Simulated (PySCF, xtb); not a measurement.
Si(CCH)(Cl)(H)2 (C₂H₃ClSi), SMILES C#C[SiH2]Cl.

Coordinates come from a PBE0-D3(BJ)/def2-SVP optimisation.

These are PySCF with C-PCM-B3LYP/def2-SVP values and carry that method's errors.

The values are the electrostatic part of the solvation free energy, E(continuum) − E(gas) at the gas-phase geometry, in a cavity of scaled van der Waals radii (PySCF's table); cavitation and dispersion terms are not included. In vacuum the orbital gap is 7.35 eV. The dipole moment in vacuum is 1.57 D.

| solvent | ε | ΔG(elec) (kcal/mol) | dipole (D) | gap (eV) |
|---|---|---|---|---|
| water | 78.36 | … | … | … |
| chlorobenzene | 5.70 | -2.1 | 1.90 | 7.37 |
| toluene | 2.37 | -1.4 | 1.79 | 7.37 |

**Question.** Fill in the missing entries. (Estimate from the structure and the level; the computed values follow.)

**Answer.** 
- water, ΔG(elec) (kcal/mol): -2.6
- water, dipole (D): 1.98
- water, gap (eV): 7.38

For comparison, GFN2-xTB/ALPB(water) (xtb, at the GFN2-xTB geometry, all terms of that model) gives -1.0 kcal/mol.
